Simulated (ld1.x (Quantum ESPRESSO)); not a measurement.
# Transferability test, TM potential for gold (Au)

* Element: gold (Au)
* Generator: ld1.x (Quantum ESPRESSO) 7.5
* Type: norm-conserving Troullier–Martins (Kleinman–Bylander form)
* Functional: PBE
* Relativity: scalar-relativistic
* Frozen core: [Xe] 4f14
* Valence charge: 11
* Reference configuration: 5d10 6s1 6p0
* Partial waves: 6s (bound): rc 2.45 bohr; 6p (bound, empty): rc 3.25 bohr; 5d (bound): rc 2.10 bohr
* Local potential: all-electron potential smoothed inside 2.75 bohr (lloc = -1)
* Core correction: a·sin(br)/r model core, default radius (core density twice the valence density)

Energies are relative to the spin-unpolarised reference configuration 5d10 6s1 6p0; without spin polarisation the order of configurations can differ from experiment.

```json
{"valence configuration": "5d10 6s0 6p0", "charge": "+1", "ΔE all-electron (eV)": "9.409", "error AE − PS (meV)": "-17"}
{"valence configuration": "5d9 6s0 6p0", "charge": "+2", "ΔE all-electron (eV)": "30.617", "error AE − PS (meV)": "-72"}
{"valence configuration": "5d8 6s0 6p0", "charge": "+3", "ΔE all-electron (eV)": "64.494", "error AE − PS (meV)": "-330"}
{"valence configuration": "5d10 6s0 6p1", "charge": "0", "ΔE all-electron (eV)": "5.248", "error AE − PS (meV)": "-4.8"}
{"valence configuration": "5d10 6s0.5 6p0", "charge": "+0.5", "ΔE all-electron (eV)": "3.773", "error AE − PS (meV)": "-4.3"}
```

Problem. What are ΔE and the potential's error for 5d9 6s1 6p0?

Solution. ΔE = 12.124 eV all-electron; the error (AE − PS) is -40 meV.

Problem. What are ΔE and the potential's error for 5d7 6s0 6p0?

Solution. ΔE = 112.206 eV all-electron; the error (AE − PS) is -899 meV.

Levels in the configuration 5d8 6s0 6p0:

```csv
level,all-electron (eV),pseudo (eV)
5d,-40.628,-41.015
```
